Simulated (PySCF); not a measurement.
C4H8O2, SMILES C[C@]1(O)C[C@@H]1O. Atoms are numbered in the order given.

```xyz
14

C      1.3274    -0.9384     0.3972
C      0.4218     0.0096    -0.3554
O      0.6501     0.0908    -1.7401
C      0.0134     1.3255     0.2619
C     -1.0058     0.2051     0.1120
O     -1.4325    -0.5129     1.2321
H      1.0447    -0.9908     1.4651
H      1.2403    -1.9661    -0.0175
H      2.3854    -0.6192     0.3088
H      0.4729    -0.7974    -2.1048
H      0.3799     1.5399     1.2782
H     -0.0640     2.1898    -0.4151
H     -1.7460     0.3261    -0.7051
H     -1.9947     0.0835     1.7604
```

The structure is a stationary point at PBE-D3(BJ)/def2-SVP. The structure was generated by enumeration; whether it is a known compound was not checked. The values are those of a single conformer.

All values below come from PySCF with PBE-D3(BJ)/def2-SVP.

No scaling factor is applied to the harmonic values.

Computed harmonic wavenumbers and intensities:
| mode | ν (cm⁻¹) | IR (km/mol) | moving atoms (share of kinetic energy) |
|---|---|---|---|
| 1 | 197 | 6.4 | H 89 % |
| 2 | 216 | 0.3 | O 39 %, C 34 %, H 26 % |
| 3 | 251 | 22.7 | H 38 %, O 33 %, C 29 % |
| 4 | 299 | 75.3 | H 87 %, O 8 % |
| 5 | 319 | 78.8 | H 84 %, C 11 % |
| 6 | 392 | 9.5 | C 36 %, H 33 %, O 31 % |
| 7 | 409 | 56.7 | O 42 %, C 29 %, H 29 % |
| 8 | 461 | 0.8 | H 40 %, C 30 %, O 30 % |
| 9 | 498 | 2.1 | C 44 %, H 30 %, O 26 % |
| 10 | 709 | 6.3 | C 61 %, H 25 %, O 14 % |
| 11 | 801 | 4.3 | H 51 %, C 38 %, O 11 % |
| 12 | 875 | 16.0 | H 65 %, C 32 % |
| 13 | 897 | 1.0 | H 46 %, C 40 %, O 14 % |
| 14 | 930 | 1.8 | H 48 %, C 43 %, O 9 % |
| 15 | 974 | 8.8 | H 71 %, C 24 % |
| 16 | 988 | 13.2 | H 57 %, C 37 % |
| 17 | 1044 | 13.2 | H 70 %, C 29 % |
| 18 | 1070 | 14.8 | C 51 %, H 48 % |
| 19 | 1155 | 138.6 | C 46 %, O 29 %, H 25 % |
| 20 | 1215 | 61.1 | H 59 %, C 29 %, O 12 % |
| 21 | 1221 | 70.9 | H 69 %, C 26 % |
| 22 | 1275 | 9.8 | H 53 %, C 42 % |
| 23 | 1305 | 10.6 | H 71 %, C 25 % |
| 24 | 1342 | 3.4 | H 83 %, C 16 % |
| 25 | 1353 | 22.6 | H 57 %, C 42 % |
| 26 | 1402 | 4.8 | H 87 %, C 13 % |
| 27 | 1410 | 3.6 | H 95 % |
| 28 | 1463 | 16.0 | C 64 %, H 35 % |
| 29 | 2964 | 30.9 | H 97 % |
| 30 | 3012 | 33.0 | H 92 %, C 8 % |
| 31 | 3046 | 18.8 | H 91 %, C 9 % |
| 32 | 3063 | 3.6 | H 95 % |
| 33 | 3092 | 6.9 | H 91 %, C 9 % |
| 34 | 3168 | 2.3 | H 89 %, C 11 % |
| 35 | 3671 | 10.8 | H 94 % |
| 36 | 3687 | 19.2 | H 94 % |
